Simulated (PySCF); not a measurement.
Te(Me)(tBu), SMILES C[Te]C(C)(C)C (GFN2-xTB optimised geometry):

```
18

Te    -0.153    -1.420     0.000
C      2.014    -1.420     0.000
H      2.337    -2.452     0.049
H      2.396    -0.889     0.863
H      2.398    -0.972    -0.908
C     -0.399     0.777     0.000
C      0.191     1.362     1.271
C      0.282     1.372    -1.220
C     -1.895     1.042    -0.053
H      0.044     2.442     1.289
H      1.261     1.170     1.330
H     -0.287     0.939     2.153
H      1.354     1.188    -1.197
H     -0.125     0.951    -2.137
H      0.128     2.452    -1.243
H     -2.333     0.620    -0.955
H     -2.398     0.606     0.808
H     -2.086     2.115    -0.051
```

Method: PBE0/def2-SVP, def2 effective core potentials past Kr in PySCF.

### Question
What are the frontier orbital energies and the dipole moment?

### Answer
HOMO-2 -8.70 eV, HOMO-1 -7.54 eV, HOMO -5.52 eV, LUMO -0.19 eV, LUMO+1 0.79 eV; dipole moment 1.41 D.

On the same geometry PBE/def2-SVP, def2 effective core potentials past Kr (PySCF) gives HOMO-2 -7.52 eV, HOMO-1 -6.46 eV, HOMO -4.45 eV, LUMO -1.02 eV, LUMO+1 -0.13 eV; dipole moment 1.34 D.
